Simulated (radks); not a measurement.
Valence configurations of As I (all share [Ar]). Calculated with a radial shooting solver on a logarithmic mesh with Libxc functionals: Dirac Kohn-Sham, PBEsol, spin-unpolarised, spherical densities, finite nucleus; open shells fill j = l - 1/2 first; Fermi nuclear charge, rms radius 4.0968 fm. Energies are relative to 3d10 4s2 4p3; eigenvalues in eV.

valence           E (eV)  e(3d3/2)  e(3d5/2)  e(4p1/2)  e(4p3/2)  e(4s1/2)
3d10 4s2 4p3       0.000   -40.935   -40.207    -5.321    -5.047   -14.420
3d10 4s1.5 4p3.5   4.718   -41.798   -41.068    -5.669    -5.385   -14.885
3d10 4s1 4p4       9.499   -42.634   -41.903    -6.000    -5.707   -15.328
3d10 4p5          19.234   -44.237   -43.505    -6.625    -6.314         -
3d9.5 4s1 4p4.5   28.739   -47.856   -47.104    -6.640    -6.312   -16.430
3d9 4s2 4p4       39.820   -51.659   -50.885    -6.655    -6.309   -16.698
3d9 4s1 4p5       50.315   -53.225   -52.450    -7.280    -6.917   -17.514
3d8 4s2 4p5       89.336   -62.923   -62.104    -7.979    -7.560   -18.887
3d8 4s1 4p6       100.75   -64.382   -63.561    -8.564    -8.129   -19.634

NIST lists [Ar] 3d10 4s2 4p3 as the ground configuration; this level of theory agrees among the configurations tried. The energies are those of spherical spin-averaged densities, not of single terms.
